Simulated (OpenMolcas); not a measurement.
**Ions of charge +3 along the 4d row on the Mg site of MgO**

| Property | Result |
| --- | --- |
| Program | OpenMolcas |
| Method | SS-CASPT2, IPEA 0.25 Eh, imaginary shift 0.1 Eh |
| Spin-orbit coupling | state interaction with AMFI integrals over the reference wave functions |

The d shell is active; CASPT2 correlates the ligand valence shells and the outer metal core. Each dopant is a cluster with its nearest anions in model potentials and point charges, with no relaxation and no local charge compensation. Distances were set from a Shannon-type radius of the metal (high-spin where two are listed) plus a fixed donor radius (O 1.38 Å), in hosts weighted 0.65 to 0.35 with the host's distance in the model lattice. Ligand basis ANO-RCC-VDZP, DKH2 Hamiltonian. States (labels of O, the rotations of Oh). Energies in cm-1 above the lowest state or level, χT in cm3 K/mol; under a threefold ground state the first gap can be a small split of the lowest multiplet, not the spin-orbit step; 10Dq and B are least-squares fits to the states below 45000 cm-1, weighted by degeneracy, with a free offset, and given where the rms deviation is under 5 % of |10Dq| (or 100 cm-1) and under 700 cm-1. Spin-only χT is S(S+1) / 2 for the spin of the ground state.

| Ion | Shell | R (Å) | Metal basis | Ground state | First state of that spin | 10Dq | B (rms of fit) | First gap with spin-orbit (degeneracies) | χT at 300 K | First state of another spin | Spin-only χT |
| --- | --- | --- | --- | --- | --- | --- | --- | --- | --- | --- | --- |
| Nb3+ | 4d2 | 2.102 | ANO-RCC-VTZP | 3T1 | 3T2 33430 | 34674 | 476 (73) | 13 (2, 3) | 0.531 | 1T2 5940 | 1.000 |
| Mo3+ | 4d3 | 2.082 | ANO-RCC-VTZP | 4A2 | 4T2 32810 |  |  | 8650 (4, 4) | 1.807 | 2E 8710 | 1.875 |
| Ru3+ | 4d5 | 2.076 | ANO-RCC-VTZP | 2T2 | 22690 | 25990 | 502 (540) | 1760 (2, 4) | 0.579 | 2S+1 = 4: 18220 | 0.375 |
| Rh3+ | 4d6 | 2.066 | ANO-RCC-VTZP | 1A1 | 22240 |  |  | 20260 (1, 2) | 0.022 | 2S+1 = 3: 20810 | 0.000 |
| Pd3+ | 4d7 | 2.128 | ANO-RCC-VTZP | 2E | 19630 |  |  | 14670 (4, 2) | 0.434 | 4T1 15990 | 0.375 |

B goes from 476 cm-1 (Nb3+) to 502 cm-1 (Ru3+).

Below the highest spin of the shell: Ru3+, Rh3+, Pd3+. χT departs most from the spin-only value for Nb3+, by -0.469 cm3 K/mol.

Roots that are degenerate in the reference are averaged as groups; the widest CASPT2 spread within a group is 1600 cm-1 (the 3-fold group of multiplicity 2 near 44700 cm-1 above the lowest state of its run, Pd3+). Shifts and gaps below about the spread of the groups concerned are not significant. Over all roots computed the reference weight is 0.70 in Nb3+, 0.69 to 0.70 in Mo3+, 0.67 to 0.69 in Ru3+, 0.65 to 0.68 in Rh3+, 0.60 to 0.67 in Pd3+; the roots of lowest weight are the least certain, and an intruder state may touch them. Ligand-to-metal charge-transfer states are missing. With no ligand orbital active B as a rule stays too high, so bands that hang on it stand too high and its fall with covalency is understated. With one d shell and no ligand orbital active, 10Dq can be off by a tenth or more. An orbital triplet at a regular site is open to Jahn-Teller coupling, which can distort the site and quench the lowest spin-orbit gaps and is left out (holds for Nb3+; Ru3+). The least metal-like active orbital is 78 % on the metal (Löwdin) and no ligand orbital is active, so the numbers are rough (holds for Nb3+; Mo3+). The least metal-like active orbital is 75 % on the metal (Löwdin) and no ligand orbital is active, so the numbers are rough (holds for Ru3+). The least metal-like active orbital is 72 % on the metal (Löwdin) and no ligand orbital is active, so the numbers are rough (holds for Rh3+). An orbital doublet at a regular site is open to a Jahn-Teller distortion, which this geometry leaves out (holds for Pd3+). The least metal-like active orbital is 66 % on the metal (Löwdin) and no ligand orbital is active, so the numbers are rough, and ground spin, moment and any spin crossover can be artefacts of this space; highly charged d ions in such sites are as a rule low spin (holds for Pd3+). No measured value stands beside these numbers; the geometry was set by hand and not optimised.

A state without a sure symmetry label is named by its multiplicity alone.
